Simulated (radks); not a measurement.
Values are calculated unless marked as measured or tabulated.
Species: As I. Configuration: [Ar] 3d9.5 4s2 4p3 5p0.5 (fractional occupations, a model configuration). Level of theory: Dirac Kohn-Sham, PBEsol, spin-unpolarised, spherical densities, finite nucleus; open shells are shared between the two j in proportion to 2j + 1; Fermi nuclear charge, rms radius 4.0968 fm (a radial shooting solver on a logarithmic mesh with Libxc functionals).

Normalised radial functions P(r) = r R(r) (large component), r in bohr:

r	5p1/2
0.001785	0.0001
0.002908	0.0002
0.004738	0.0005
0.007718	0.0012
0.01257	0.0027
0.02032	0.0059
0.0331	0.0122
0.05392	0.0221
0.08784	0.0314
0.1431	0.0263
0.2313	-0.0077
0.3767	-0.0493
0.6137	-0.0314
0.9998	0.0540
1.629	0.1075
2.632	0.0354
4.288	-0.1362
6.985	-0.2976
11.38	-0.3165
18.54	-0.1051
29.96	-0.0085

5p1/2: eigenvalue -0.779 eV, 3 radial nodes at r = 0.213, 0.752, 2.95 bohr, <r> = 10.4 bohr, 90 % of the charge inside 15.2 bohr.
